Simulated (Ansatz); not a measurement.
Cost and result for the atomization energy of `C[SiH](N)BF` (12 atoms, 11 bonds).

Cartesian coordinates in Å:
```
C 0.484 0.490 -1.492
Si -0.099 -0.498 -0.003
N 1.094 -0.833 1.197
B -1.604 0.495 0.945
F -2.748 0.716 0.312
H -0.336 0.632 -2.202
H 0.856 1.476 -1.201
H 1.291 -0.034 -2.012
H -0.592 -1.809 -0.522
H 1.892 -1.415 1.001
H 1.306 -0.154 1.908
H -1.546 0.933 2.068
```

Total charge 0; spin multiplicity 1. The structure was optimised at the PBE0-D4/def2-TZVP level. It is one conformer, not always the lowest. Program: Ansatz. All runs use 4 threads of an Arm Neoverse V1 on a shared host. Times are those of one run each, without the atoms' runs, and a repeat can differ threefold. Electronic energies, without spin–orbit coupling; frozen cores. CCSD(T)/CBS adds CCSD(T) − MP2 in def2-TZVPP to the MP2 limit, and its time is that of the two runs behind it. T1 = 0.012. B3LYP takes the VWN-RPA correlation (the form of Gaussian; ORCA's B3LYP/G).

CCSD(T)/CBS is a level of theory with its own doubt, some kJ/mol a heavy atom from the limit and from the frozen cores, so smaller differences don't rank the functionals.

```json
{"level": "PBE-D4/def2-TZVPP (with forces)", "functions": "264", "wall time": "2.4 s"}
{"level": "PBE0-D4/def2-TZVPP", "functions": "264", "wall time": "2.9 s"}
{"level": "r2SCAN-D4/def2-TZVPP (with forces)", "functions": "264", "wall time": "4.5 s"}
{"level": "B3LYP-D4/def2-TZVPP (with forces)", "functions": "264", "wall time": "4.6 s"}
{"level": "B2PLYP/def2-TZVPP", "functions": "264", "wall time": "5.5 s"}
{"level": "ωB97X-V/def2-TZVPP", "functions": "264", "wall time": "8 s"}
{"level": "ωB97M-V/def2-TZVPP (with forces)", "functions": "264", "wall time": "12 s"}
{"level": "MP2/def2-QZVPP", "functions": "508", "wall time": "23 s"}
{"level": "CCSD(T)/def2-TZVPP", "functions": "264", "wall time": "2.8 min"}
{"level": "CCSD(T)/CBS(def2)", "functions": "–", "wall time": "3.1 min"}
```

Task: What atomization energy does each give, and how far from CCSD(T)/CBS? (An estimate is asked.)

Result: The calculation gave: 
```csv
level,atomization (kcal/mol),difference from CCSD(T)/CBS,per bond
PBE-D4/def2-TZVPP (with forces),1060.3,15.0,1.4
PBE0-D4/def2-TZVPP,1045.0,-0.3,0.0
r2SCAN-D4/def2-TZVPP (with forces),1047.2,1.9,0.2
B3LYP-D4/def2-TZVPP (with forces),1049.2,3.9,0.4
B2PLYP/def2-TZVPP,1037.2,-8.1,-0.7
ωB97X-V/def2-TZVPP,1051.0,5.7,0.5
ωB97M-V/def2-TZVPP (with forces),1050.5,5.2,0.5
MP2/def2-QZVPP,1047.7,2.4,0.2
CCSD(T)/def2-TZVPP,1018.2,-27.1,-2.5
CCSD(T)/CBS(def2),1045.3,0.0,0.0
```

From PBE to PBE0 (25 % exact exchange), in def2-TZVPP and without D4, the atomization energy moves by −14.4 kcal/mol: exact exchange takes away binding that semilocal exchange gives to molecules. The D4 term adds +8.3 kcal/mol with B3LYP and +4.4 kcal/mol with PBE0; it sums over pairs of atoms, weighted by their polarisabilities, and B3LYP, whose exchange is more repulsive, gets the larger term. In def2-TZVPP, CCSD(T) changes the Hartree–Fock value by +239.0 kcal/mol (the triples alone add +12.6 kcal/mol) and MP2 by +252.3 kcal/mol; breaking electron pairs costs correlation energy, which Hartree–Fock lacks.
